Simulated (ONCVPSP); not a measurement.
## calcium: excitation energies, all-electron against ONCV

ONCVPSP 4.0.1 input, shortened (lines: element, Z, core and valence counts, functional; n l f; lmax; l rc ep ncon nbas qcut; lloc lpopt rc5 dvloc0; l nproj debl; icmod fcfact rcfact), Wu-Cohen, scalar-relativistic:

```
  Ca 20.00    3    3  -118130      upf
    1    0    2.00
    2    0    2.00
    2    1    6.00
    3    0    2.00
    3    1    6.00
    4    0    2.00
    2
    0    2.10    0.00    4    8    6.80
    1    1.55    0.00    5    9   11.20
    2    1.95    0.09    4    7    5.40
    4    5    1.45    0.00
    0    2    3.10
    1    2    1.40
    2    2    3.40
    1    0.40    0.00
```

In the d channel the program set the typed energies aside and used -0.072, 3.328 Ha.

Energies are relative to the spin-unpolarised reference configuration 3s2 3p6 4s2; without spin polarisation the order of configurations can differ from experiment.

| valence configuration | charge | ΔE all-electron (eV) | error AE − PS (meV) |
| --- | --- | --- | --- |
| 3s2 3p6 4s1 | +1 | 6.296 | -0.5 |
| 3s2 3p6 3d1 4s0 | +1 | 7.550 | +21 |

Question: What are ΔE and the potential's error for 3s2 3p6 4s0?

Answer: ΔE = 17.924 eV all-electron; the error (AE − PS) is -3.1 meV.

Question: What are ΔE and the potential's error for 3s2 3p6 4s1.5?

Answer: ΔE = 2.504 eV all-electron; the error (AE − PS) is -0.1 meV.

Levels in the configuration 3s2 3p6 3d1 4s0:

```
level  all-electron (eV)  pseudo (eV)
   3s            -49.899      -50.020
   3p            -31.081      -31.141
   3d             -5.557       -5.580
```
